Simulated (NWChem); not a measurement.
# C5H5F; SMILES C=C=C/C=C/F

```xyz
11

C      0.8625    -2.6068     0.0000
C     -0.0687    -1.6902     0.0000
C     -1.0107    -0.7688     0.0000
C     -0.8274     0.6840     0.0000
C      0.3498     1.3140     0.0000
F      0.4345     2.6393     0.0000
H      1.2683    -3.0093     0.9359
H      1.2683    -3.0093    -0.9359
H     -2.0497    -1.1204     0.0000
H     -1.7291     1.3025     0.0000
H      1.3274     0.8218     0.0000
```
Atoms are numbered in this order, from 1.

Level: PBE0/def2-SVP (NWChem), optimised geometry, unscaled harmonic frequencies. 

### Question
List the harmonic frequencies with IR intensities, and the thermochemistry.

### Answer
```tsv
frequency (cm⁻¹)	IR intensity (km/mol)
33	1.4
115	0.2
271	0.5
308	5.1
316	6.9
464	0.1
608	1.4
723	53.9
868	9.1
877	49.6
909	19.4
955	3.8
956	38.7
987	0.0
1143	10.2
1228	162.1
1284	12.5
1330	0.1
1360	0.3
1477	4.4
1760	115.6
2076	46.5
3134	2.3
3168	2.7
3216	10.0
3220	2.8
3223	0.0
```

| Quantity | Value |
|---|---|
| zero-point energy | 51.5 kcal/mol |
| thermal correction to the enthalpy at 298.15 K (with zero-point energy) | 56.2 kcal/mol |
| heat capacity Cv | 21.8 cal/(mol K) |
| entropy at 298.15 K and 1 atm (symmetry number 1) | 81.7 cal/(mol K) |
| dipole moment | 1.24 D |

Rigid rotor and harmonic oscillator; modes under 100 cm⁻¹ make the entropy uncertain.
